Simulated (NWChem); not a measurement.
silene (CH$_{4}$Si); SMILES C=[SiH2]

All runs: NWChem. Structure relaxed at the PBE0-D3(BJ)/def2-TZVP level. Level MN15/def2-SVP: energy and gradient on several grids; changes count from the extra-fine grid, which is no exact limit either.

```json
[
 {"grid": "xcoarse", "size of the energy change (μHa)": "3000", "largest change of a gradient component (μHa/bohr)": "1000"},
 {"grid": "coarse", "size of the energy change (μHa)": "60", "largest change of a gradient component (μHa/bohr)": "500"},
 {"grid": "medium", "size of the energy change (μHa)": "< 10", "largest change of a gradient component (μHa/bohr)": "100"},
 {"grid": "fine", "size of the energy change (μHa)": "< 10", "largest change of a gradient component (μHa/bohr)": "< 30"},
 {"grid": "xfine", "size of the energy change (μHa)": "< 10", "largest change of a gradient component (μHa/bohr)": "< 30"}
]
```
